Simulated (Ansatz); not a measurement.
`OB(S)[SiH2][SiH3]` + H₂ → `OBS` + `[SiH3][SiH3]`  (hydrogenolysis of a B–Si bond)

Program: Ansatz. Geometries: PBE0-D4/def2-TZVP. ΔE: electronic, gas phase. CBS: MP2 limit from def2 TZ/QZ plus the TZ coupled-cluster correction, frozen cores. This one scheme is used for every species. Functionals use def2-TZVPP. B3LYP here is the variant with VWN-RPA as its local correlation; programs differ in this. Each species was taken in one conformer, which may not be the lowest.

Question: Is it downhill or uphill in electronic energy at CCSD(T)/CBS, and by how much? (Estimate.)

Answer: Computed: Downhill: ΔE = -31.5 kJ/mol.

Question: What do these levels give: B3LYP-D4, MP2/def2-TZVPP, CCSD/def2-TZVPP, HF/def2-QZVPP, HF/CBS(def2), MP2/CBS(def2)? (An estimate is asked.)

Answer: The calculation gave: B3LYP-D4 -32.1, MP2/def2-TZVPP -31.1, CCSD/def2-TZVPP -41.2, HF/def2-QZVPP -69.9, HF/CBS(def2) -70.0, MP2/CBS(def2) -28.4 kJ/mol.

Largest T1 diagnostic among the species: 0.014.

From PBE to PBE0 (25 % exact exchange), in def2-TZVPP and without D4, ΔE moves by −6.2 kJ/mol. In def2-TZVPP, CCSD(T) changes the Hartree–Fock value by +35.1 kJ/mol (the triples alone add +7.0 kJ/mol) and MP2 by +38.1 kJ/mol.
